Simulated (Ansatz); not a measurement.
Geometry optimisation, Ansatz 0.2.0, RKS LDA/def2-SVP.

Input:

```yaml
crystal:
  periodic: [false, false, false]
  atoms:
    - { symbol: Si, position_ang: [0.0, 0.0, 0.0] }
    - { symbol: Cl, position_ang: [0.0, 0.0, 2.48] }
    - { symbol: H, position_ang: [1.3768, 0.0, -0.4862] }
    - { symbol: H, position_ang: [-0.6877, 1.1914, -0.4862] }
    - { symbol: H, position_ang: [-0.6877, -1.1914, -0.4862] }
    - { symbol: O, position_ang: [-1.879, 0.0, 0.6243] }
    - { symbol: Al, position_ang: [-3.1927, -0.9643, -0.0916] }
    - { symbol: H, position_ang: [-2.9236, -2.4314, -0.5488] }
    - { symbol: H, position_ang: [-4.6133, -0.3425, -0.2619] }
    - { symbol: H, position_ang: [-1.3553, 0.0, 1.769] }
basis:
  gaussian: { orbitals: def2-SVP }
hamiltonian:
  xc: lda
relax:
  f_tol: 0.15
  max_steps: 25
  restrain:
    - { distance: [0, 5], at: 1.68, k: 30.0 }
    - { distance: [9, 1], at: 1.37, k: 30.0 }
    - { distance: [0, 1], at: 3.33, k: 30.0 }
    - { distance: [9, 5], at: 2.21, k: 30.0 }
output:
  orbitals: {}
```

Launched with:

```bash
$ ansatz run input.yaml --threads 2 --pin off --max-ram 3072MiB --backend cpu --events-out ev --progress --plain --runs-dir out
```

Q: Where does it end, and by what steps?

A: The forces met the threshold. The restraints hold the end off the free minimum. After 17 steps the energy has fallen by 2.194 eV (the restraints' own energy left out); H3 moved furthest, 1.48 Å.

```csv
step,energy less start (eV),largest force component (eV/Å),accepted
0,0.0000,2.521,yes
1,0.5925,2.487,yes
2,0.7836,2.513,yes
3,0.1477,2.088,yes
4,-0.6353,1.609,yes
5,-1.2241,1.145,yes
6,-1.6326,0.870,yes
7,-1.8599,0.905,yes
8,-1.9576,0.883,yes
9,-2.0044,0.885,yes
10,-2.0410,0.903,yes
11,-2.0820,0.894,yes
12,-2.1041,0.996,yes
13,-2.1653,0.865,yes
14,-2.1865,0.785,yes
15,-2.1673,1.153,no
16,-2.1877,0.850,yes
17,-2.1943,0.743,yes
```

```xyz
10
Properties=species:S:1:pos:R:3
Si -0.230 -0.210 -0.389
Cl -0.209 1.027 2.705
H 0.763 -0.959 0.452
H 0.099 1.254 -0.431
H -0.202 -0.763 -1.795
O -1.780 -0.420 0.215
Al -3.270 -1.214 -0.049
H -3.387 -2.194 -1.302
H -4.413 -0.890 1.012
H -1.334 0.630 2.095
```

Run time: 24 s on 2 threads of Arm Neoverse V2 (shared host), peak memory 0.15 GiB.
